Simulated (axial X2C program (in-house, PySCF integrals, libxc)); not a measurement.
# Spin–orbit effects down a group: molecules with Na (ions), HF

Computed with an axial X2C code built on PySCF integrals, spin-free (one-electron X2C) or two-component (2c: spin–orbit coupling with atomic mean-field Coulomb and Gaunt terms, which also bring small scalar terms), in Dyall basis sets with cores contracted in-house; open shells are unrestricted.

Basis sets: Na dyall-cv3z, O dyall-av3z, S dyall-av3z, Se dyall-cv3z, Te dyall-cv3z.

```csv
molecule,spin-free state,Re (Å),ωe (cm⁻¹),De (eV),2c state,Re 2c (Å),ωe 2c (cm⁻¹),De 2c (eV)
NaO⁺,"M_S = 1, Λ = 0",2.512,183.7,0.27,Ω = 1,2.512,183.7,0.27
NaS⁺,"M_S = 1, Λ = 0",2.903,169.5,0.49,Ω = 1,2.904,169.3,0.49
NaSe⁺,"M_S = 1, Λ = 0",3.007,147.9,0.54,Ω = 1,3.012,145.7,n/a
NaTe⁺,"M_S = 1, Λ = 0",3.194,140.2,0.63,Ω = 1,3.214,132.4,n/a
```

Fragments in 2c: Na+ + O, S + Na+, Se + Na+, Te + Na+. Each entry is the lowest single determinant of a limited PBE0 search at one distance. De goes to single-determinant-based atoms at the same level (for ions the charge split of lowest energy) and is withheld (n/a) where an atom does not fit its ground term or J level. Main or longest-lived isotopes. One determinant is a doubtful description, or other states lie close, for NaO⁺, NaS⁺, NaSe⁺, NaTe⁺; these need not be ground states, and all values refer to the states named. Some open-shell Ω = 0 determinants are out of reach, so the Ω given for NaO⁺, NaS⁺, NaSe⁺, NaTe⁺ need not be the lowest component. With several unpaired electrons the Ω given is that of one determinant, not necessarily of the lowest component. Some light 2c atoms are not at their ground J level, so De misses part of their lowering (0.04 eV or less).
